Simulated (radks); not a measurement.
Q: The mean radii <r> (bohr) of the occupied orbitals of an atom or ion are listed with their occupations. Calculated with a radial shooting solver on a logarithmic mesh with Libxc functionals: scalar-relativistic Kohn-Sham, RPBE, spin-polarised, spherical densities, point nucleus.

| orbital | occ. | <r> |
|---|---|---|
| 1s | 2 | 0.04859 |
| 2s | 2 | 0.2178 |
| 2p | 6 | 0.1907 |
| 3s | 2 | 0.6517 |
| 3p | 6 | 0.6791 |
| 3d | 10 | 0.8070 |
| 4s | 2 | 2.225 |

Name the element and its charge. Open shells, if any, are filled with parallel spins first.

A: Z = 31, gallium, charge +1: Ga+ in [Ar] 3d10 4s2. The 1s radius gives Z: for a bare nucleus <r> = (2 gamma + 1)/(2Z) with gamma = sqrt(1 - (Z/c)^2), 0.04755 bohr for Z = 31, and screening makes it slightly larger (0.04859 here). The occupations add up to 30, and the charge is Z minus that.
